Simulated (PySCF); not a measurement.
How methods differ on the ionisation energy of Te⁺

Te⁺ [Kr] 4d10 5s2 5p3 (4S) → Te²⁺ [Kr] 4d10 5s2 5p2 (3P), as a difference of total energies. Computed with PySCF 2.14 in aug-cc-pVTZ-PP with one added diffuse shell each of d, f type with ECP28MDF (6s5p5d3f, 67 functions), with a scalar-relativistic core potential. Correlated levels: valence: 4s2 4p6 4d10 frozen. The calculations carry no spin-orbit coupling.

```json
{"method": "UHF", "ionisation energy (eV)": "18.359"}
{"method": "MP2 (valence)", "ionisation energy (eV)": "18.789"}
{"method": "SCS-MP2 (valence)", "ionisation energy (eV)": "18.663"}
{"method": "CCSD (valence)", "ionisation energy (eV)": "18.771"}
{"method": "CCSD(T) (valence)", "ionisation energy (eV)": "18.798"}
```

How much does correlation contribute at CCSD(T) (valence)?

18.798 − (18.359) = 0.439 eV, measured against UHF.

The reference lies between the lowest fine-structure levels, while these numbers refer to the centres of the terms.

Errors of the correlated levels include the incompleteness of this basis and the frozen core.

For comparison: 18.6 ± 0.4 eV (measured; NIST Atomic Spectra Database, ionization energies).
